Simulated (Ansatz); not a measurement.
Cost and result for the atomization energy of C₂H₆BNS (11 atoms, 11 bonds).

```xyz
11

B     1.401   -0.175   -0.881
S     0.658    1.209   -1.889
C     0.164    0.864   -0.224
C    -0.804   -0.080    0.029
N    -1.336   -0.345    1.223
H     2.393    0.009   -0.235
H     1.105   -1.292   -1.204
H     0.515    1.503    0.580
H    -1.182   -0.666   -0.801
H    -1.902   -1.162    1.358
H    -1.012    0.134    2.045
```

Total charge 0; spin multiplicity 1. The bonds changed during the relaxation, so this is another structure than the one it started from. All single points use the PBE0-D4/def2-TZVP geometry. It is one conformer, not always the lowest. Program: Ansatz. All runs use 4 threads of an Arm Neoverse V1 on a shared host. Times are those of one run each, without the atoms' runs, and a repeat can differ threefold. Electronic energies, without spin–orbit coupling; frozen cores. CCSD(T)/CBS adds CCSD(T) − MP2 in def2-TZVPP to the MP2 limit, and its time is that of the two runs behind it. T1 = 0.014. B3LYP takes the VWN-RPA correlation (the form of Gaussian; ORCA's B3LYP/G).

CCSD(T)/CBS is a level of theory with its own doubt, some kJ/mol a heavy atom from the limit and from the frozen cores, so smaller differences don't rank the functionals.

```csv
level,functions,wall time,atomization (kcal/mol),difference from CCSD(T)/CBS,per bond
PBE-D4/def2-TZVPP (with forces),250,2.8 s,1021.2,39.3,3.6
PBE0-D4/def2-TZVPP,250,3 s,999.9,18.0,1.6
B3LYP-D4/def2-TZVPP (with forces),250,4.9 s,990.0,8.1,0.7
r2SCAN-D4/def2-TZVPP (with forces),250,5.5 s,994.8,12.9,1.2
B2PLYP/def2-TZVPP,250,6 s,977.3,-4.6,-0.4
ωB97X-V/def2-TZVPP,250,8 s,990.4,8.5,0.8
ωB97M-V/def2-TZVPP (with forces),250,12 s,993.5,11.6,1.1
MP2/def2-QZVPP,478,25 s,991.7,9.8,0.9
CCSD(T)/def2-TZVPP,250,2.4 min,955.0,-26.9,-2.4
CCSD(T)/CBS(def2),–,2.8 min,981.9,0.0,0.0
```

The D4 term adds +9.0 kcal/mol with B3LYP and +4.7 kcal/mol with PBE0; it sums over pairs of atoms, weighted by their polarisabilities, and B3LYP, whose exchange is more repulsive, gets the larger term. In def2-TZVPP, CCSD(T) changes the Hartree–Fock value by +256.3 kcal/mol (the triples alone add +18.6 kcal/mol) and MP2 by +277.2 kcal/mol; breaking electron pairs costs correlation energy, which Hartree–Fock lacks. From PBE to PBE0 (25 % exact exchange), in def2-TZVPP and without D4, the atomization energy moves by −20.4 kcal/mol: exact exchange takes away binding that semilocal exchange gives to molecules.
